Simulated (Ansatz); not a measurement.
`[CH3][Cd][O]C(C)(C)C` + `[F][Ge][SH]` → `[CH3][Cd][SH]` + `CC(C)(C)[O][Ge][F]`  (redistribution)

Gas-phase electronic energies from Ansatz, PBE0-D4/def2-TZVP geometries. CCSD(T)/CBS is the MP2 limit (def2-TZVPP, def2-QZVPP) plus CCSD(T) − MP2 in def2-TZVPP, frozen cores. DFT in def2-TZVPP. Elements past krypton have def2 core potentials. For Cd, Ge outer-core shells are correlated without core-valence functions, which leaves a few kJ/mol of doubt a bond. Scalar relativity is left out up to krypton. One conformer a species, not always the lowest.

`[CH3][Cd][O]C(C)(C)C`:

```xyz
19

C    -2.471    1.549   -2.718
Cd   -1.144    1.197   -1.145
O     0.108    1.025    0.382
C     0.666   -0.197    0.786
C     1.559    0.108    1.985
C     1.504   -0.800   -0.339
C    -0.430   -1.178    1.196
H    -2.999    0.629   -2.970
H    -3.200    2.306   -2.428
H    -1.927    1.898   -3.595
H     2.040   -0.796    2.370
H     2.334    0.821    1.698
H     0.965    0.555    2.784
H     2.265   -0.086   -0.662
H     2.003   -1.723   -0.030
H     0.870   -1.040   -1.201
H    -1.056   -0.732    1.973
H    -0.019   -2.117    1.576
H    -1.067   -1.419    0.337
```

`[F][Ge][SH]`:

Z-matrix (Å, degrees):
```
Ge
F 1 1.757
S 1 2.235 2 95.2
H 3 1.345 1 92.2 2 -180.0
```

`[CH3][Cd][SH]`:

Cartesian coordinates in Å:
```
C -0.637 -0.309 -1.254
Cd 0.149 -0.057 0.681
S 1.009 0.199 2.855
H -0.370 -1.293 -1.640
H -0.233 0.455 -1.920
H -1.724 -0.218 -1.230
H 1.805 1.224 2.507
```

`CC(C)(C)[O][Ge][F]`:

Z-matrix (Å, degrees):
```
C
C 1 1.520
H 1 1.092 2 110.3
H 1 1.092 2 110.6 3 120.2
H 1 1.092 2 110.3 3 -119.7
C 2 1.522 1 110.6 3 178.2
C 2 1.522 1 110.6 3 -58.4
O 2 1.435 1 105.7 3 59.9
H 6 1.092 2 110.3 1 60.1
H 6 1.092 2 110.2 1 -59.3
H 6 1.091 2 110.7 1 -179.9
H 7 1.091 2 110.7 1 180.0
H 7 1.093 2 110.3 1 -60.0
H 7 1.092 2 110.1 1 59.3
Ge 8 1.758 2 135.8 1 -180.0
F 15 1.774 8 101.2 2 -0.0
```

| level | ΔE (eV) |
| --- | --- |
| LDA (SPW92) | -0.80 |
| PBE-D4 | -0.75 |
| CAM-B3LYP-D4 | -0.92 |
| r2SCAN | -0.79 |
| PBE0 | -0.83 |
| BHLYP | -0.94 |
| LC-ωPBE | -0.91 |
| HF/def2-QZVPP | -1.02 |

Question: What does CCSD(T)/CBS give? (An estimate is asked.)

Answer: The calculation gave: -0.89 eV. The listed levels differ from it by 0.09, 0.14, -0.03, 0.10, 0.06, -0.05, -0.02, -0.13 eV.

Largest T1 diagnostic among the species: 0.015.

In def2-TZVPP, CCSD(T) changes the Hartree–Fock value by +0.18 eV (the triples alone add +0.03 eV) and MP2 by +0.14 eV. From PBE to PBE0 (25 % exact exchange), in def2-TZVPP and without D4, ΔE moves by −0.09 eV. Leaving LDA and LC-ωPBE aside and taking each functional with its dispersion term where it has one, the values, not all of them listed here, spread over 0.23 eV, from BHLYP-D4 to revPBE-D4. LDA lies −0.06 eV from PBE without D4.
